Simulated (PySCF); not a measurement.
## Calculated data, CH7BGeSi, CH9BGeSi, BGeH6NSi

Computed with PySCF 2.14.0. Calculation on a computer-drawn molecule: the log of a Hartree-Fock and frozen-core CCSD(T) single point meant for a local Hartree-Fock minimum, with one planted fault or none, to be diagnosed. Offsets are logged minus clean, where the clean run is the same molecule without the fault. The reference is restricted for singlets and unrestricted otherwise, and also for a bond in bohr or an excited solution. Adding or removing an electron swaps singlet and doublet. The excited solution moves the top pair (singlet) or top alpha electron (doublet) to the lowest empty orbital. Highest occupied and lowest empty are orbital energies over both spins, largest force is the largest gradient component, triples share is (T) over the correlation energy, the T1 limit is 0.02 restricted and 0.045 unrestricted, electrons count all cores, a negative frequency is imaginary (commonest isotopes), and the dipole is about the centre of nuclear charge; on germanium a core potential holds 10 electrons, which the energies leave out, and 3d is frozen in MP2 and coupled-cluster steps.

Common to all runs: meant charge 0; meant multiplicity 1; meant basis cc-pV(D+d)Z; meant basis and core potential on germanium cc-pVDZ-PP ECP10MDF; logged SCF converged yes; logged CC converged yes; logged SCF stable within its kind yes; possible faults no fault, one electron removed, one electron added, multiplicity raised by two, geometry at a saddle point, SCF held on an excited solution, minimal basis STO-3G, one bond length entered in bohr, all coordinates scaled.

```yaml
- entry: 1
  formula: CH7BGeSi
  logged_structure:
    atoms_angstrom:
      - [B, -0.3348, -2.6025, 0.9616]
      - [Si, -0.5878, -0.7411, 1.7545]
      - [C, -0.3497, 0.6872, 0.587]
      - [Ge, 0.0692, 0.6435, -1.129]
      - [H, -0.0492, -2.8318, -0.182]
      - [H, -0.4793, -3.5542, 1.6815]
      - [H, -1.9561, -0.693, 2.3458]
      - [H, 0.3505, -0.6187, 2.9072]
      - [H, -0.4804, 1.6886, 0.9923]
      - [H, 0.3021, -0.6327, -1.918]
      - [H, 0.2325, 1.9031, -1.9668]
  given:
    logged_electrons: 64
    logged_basis_functions: 109
    logged_spin_squared: 2.0264
    "logged_highest_occupied [eV]": -6.2046
    "logged_lowest_empty [eV]": 0.30571
    "logged_largest_force [hartree/bohr]": 0.11726
    logged_T1_diagnostic: 0.013245
    logged_D1_diagnostic: 0.047771
    logged_triples_share: 0.025827
    "logged_dipole_magnitude [debye]": 0.7691
    "logged_energy_HF [hartree]": -648.78627
    "logged_energy_CCSD(T) [hartree]": -649.24281
    drawn_bonds_atom: [1, 2, 3, 1, 1, 2, 2, 3, 4, 4]
    drawn_bonds_other_atom: [2, 3, 4, 5, 6, 7, 8, 9, 10, 11]
    drawn_bonds_order: [1, 1, 2, 1, 1, 1, 1, 1, 1, 1]
  results:
    planted_fault: "multiplicity raised by two"
    "HF_energy_offset_from_clean_run [kcal/mol]": 37.69
    "CCSD(T)_energy_offset_from_clean_run [kcal/mol]": 62.71
- entry: 2
  formula: CH9BGeSi
  logged_structure:
    atoms_angstrom:
      - [B, -0.41, -0.0107, 2.0517]
      - [Si, 0.0177, -1.578, 0.8316]
      - [Ge, -1.6864, -1.7158, -0.8822]
      - [C, -1.35, -3.2069, -2.1229]
      - [H, -1.1196, -0.1457, 3.0099]
      - [H, -0.0096, 1.0936, 1.8061]
      - [H, 0.035, -2.8723, 1.5631]
      - [H, 1.3329, -1.4216, 0.1559]
      - [H, -1.7331, -0.3958, -1.6718]
      - [H, -3.0656, -1.9001, -0.2251]
      - [H, -1.3402, -4.1547, -1.5818]
      - [H, -2.1319, -3.2462, -2.8837]
      - [H, -0.386, -3.0771, -2.618]
  given:
    logged_electrons: 66
    logged_basis_functions: 119
    logged_spin_squared: 0.0
    "logged_highest_occupied [eV]": -10.015
    "logged_lowest_empty [eV]": 1.2476
    "logged_largest_force [hartree/bohr]": 1.3362e-05
    "logged_lowest_frequency [cm^-1]": 37.694
    logged_T1_diagnostic: 0.01234
    logged_D1_diagnostic: 0.040776
    logged_triples_share: 0.026482
    "logged_dipole_magnitude [debye]": 0.36606
    "logged_energy_HF [hartree]": -650.07577
    "logged_energy_CCSD(T) [hartree]": -650.59555
    drawn_bonds_atom: [1, 2, 3, 1, 1, 2, 2, 3, 3, 4, 4, 4]
    drawn_bonds_other_atom: [2, 3, 4, 5, 6, 7, 8, 9, 10, 11, 12, 13]
    drawn_bonds_order: [1, 1, 1, 1, 1, 1, 1, 1, 1, 1, 1, 1]
  results:
    planted_fault: "no fault"
    "HF_energy_offset_from_clean_run [kcal/mol]": 0.0
    "CCSD(T)_energy_offset_from_clean_run [kcal/mol]": 0.0
- entry: 3
  formula: BGeH6NSi
  logged_structure:
    atoms_angstrom:
      - [B, -1.39, 2.1409, -0.7311]
      - [Si, -0.2965, 0.8171, 0.3573]
      - [Ge, -0.8112, -1.3862, -0.5025]
      - ["N", 0.095, -2.3624, -1.5409]
      - [H, -0.9218, 2.6994, -1.6817]
      - [H, -2.5425, 2.3358, -0.4662]
      - [H, -0.6727, 0.8083, 1.7921]
      - [H, 1.1684, 0.9975, 0.233]
      - [H, -2.1607, -1.9666, -0.0781]
      - [H, 0.9774, -1.9449, -1.8039]
  given:
    logged_electrons: 63
    logged_basis_functions: 104
    logged_spin_squared: 0.7646
    "logged_highest_occupied [eV]": -15.752
    "logged_lowest_empty [eV]": -6.596
    "logged_largest_force [hartree/bohr]": 0.061514
    logged_T1_diagnostic: 0.082002
    logged_D1_diagnostic: 0.51637
    logged_triples_share: 0.025901
    "logged_dipole_magnitude [debye]": 0.87114
    "logged_energy_HF [hartree]": -664.57952
    "logged_energy_CCSD(T) [hartree]": -665.03679
    drawn_bonds_atom: [1, 2, 3, 1, 1, 2, 2, 3, 4]
    drawn_bonds_other_atom: [2, 3, 4, 5, 6, 7, 8, 9, 10]
    drawn_bonds_order: [1, 1, 2, 1, 1, 1, 1, 1, 1]
  results:
    planted_fault: "one electron removed"
    "HF_energy_offset_from_clean_run [kcal/mol]": 168.5
    "CCSD(T)_energy_offset_from_clean_run [kcal/mol]": 211.1
  notes: ["T1 above single-reference limit"]
```
